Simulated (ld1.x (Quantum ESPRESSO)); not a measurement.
**titanium: one change to an ultrasoft potential, before and after**

- Element: titanium
- Generator: ld1.x (Quantum ESPRESSO) 7.5
- Type: ultrasoft
- Functional: PBEsol
- Relativity: scalar-relativistic
- Frozen core: [Ar]
- Valence charge: 4
- Reference configuration: 3d2 4s0 4p0 (charge +2)
- Partial waves: 4s (bound, empty): rcut 2.35, rcutus 2.75 bohr; 4s channel at 3.05 Ry: rcut 2.35, rcutus 2.75 bohr; 4p (bound, empty): rcut 2.70, rcutus 2.95 bohr; 4p channel at 0.3 Ry: rcut 2.70, rcutus 2.95 bohr; 3d (bound): rcut 2.10, rcutus 2.40 bohr; 3d channel at 0.4 Ry: rcut 2.10, rcutus 2.40 bohr
- Local potential: all-electron potential smoothed inside 2.65 bohr (lloc = -1)
- Core correction: a·sin(br)/r model core, default radius (core density twice the valence density)
- Augmentation charge: PSQ, radius 2.35 bohr

All-electron outer shells of the reference configuration (PBEsol, scalar-relativistic, ld1.x):

| shell | level (eV) | outermost node (bohr) | outermost maximum (bohr) |
| --- | --- | --- | --- |
| 3p | -54.64 | 0.37 | 0.90 |
| 3d | -19.62 | – | 0.97 |
| 4s | -16.65 | 1.23 | 2.58 |
| 4p | -12.19 | 1.35 | 3.07 |

Change: wave 4s channel at 3.05 Ry: rcut 2.35, rcutus 2.75 bohr becomes 4s channel at 0.51 Ry: rcut 2.35, rcutus 2.75 bohr.

Cutoffs: the cutoffs (Ry, on a coarse ladder) from which the occupation-weighted sum of valence levels, in a spherical-Bessel basis at the reference potential, stays within 10 and 1 mRy of its value at 400 Ry; they do not see the model core or the augmentation charge, which bear on the density cutoff. Errors are all-electron minus pseudo energies relative to the spin-unpolarised reference configuration.

**Question.** How do hardness, ghosts and transferability respond?

**Answer.** The potential gets neither clearly harder nor softer (15 Ry and 18 Ry → 15 Ry and 18 Ry); of the 7 tests that both files solve, the error grows in 2 and shrinks in 0 by more than 15 % and 0.3 meV (median size 9.0 → 11.9 meV); the range in which the s phases agree narrows (upper end at the end of the scan → 1.9); neither file shows a bound ghost.

```tsv
quantity	base	changed
cutoff, loose	15 Ry	15 Ry
cutoff, tight	18 Ry	18 Ry
bound ghosts	none	none
error for 3d2 4s2 4p0, meV [ΔE -20.83 eV]	-9.0	-12
error for 3d2 4s1 4p0, meV [ΔE -13.47 eV]	-6.5	-7.0
error for 3d1 4s0 4p0, meV [ΔE 26.90 eV]	-601	-601
error for 3d1 4s2 4p1, meV [ΔE -16.13 eV]	-242	-251
error for 3d1 4s2 4p0, meV [ΔE -11.07 eV]	-278	-282
error for 3d2 4s0 4p1, meV [ΔE -9.69 eV]	-1.0	-1.0
error for 3d2 4s1 4p1, meV [ΔE -17.74 eV]	-4.5	-5.5
s: phases at 3.21 bohr within 0.05 rad from the reference energy up to (Ry; the scan ends near 5)	to the end of the scan	1.9
p: phases at 3.21 bohr within 0.05 rad from the reference energy up to (Ry; the scan ends near 5)	2.0	2.0
d: phases at 3.21 bohr within 0.05 rad from the reference energy up to (Ry; the scan ends near 5)	2.9	2.9
lowest overlap eigenvalue by channel	s 0.70, p 0.59, d 0.88	s 0.49, p 0.59, d 0.88
```
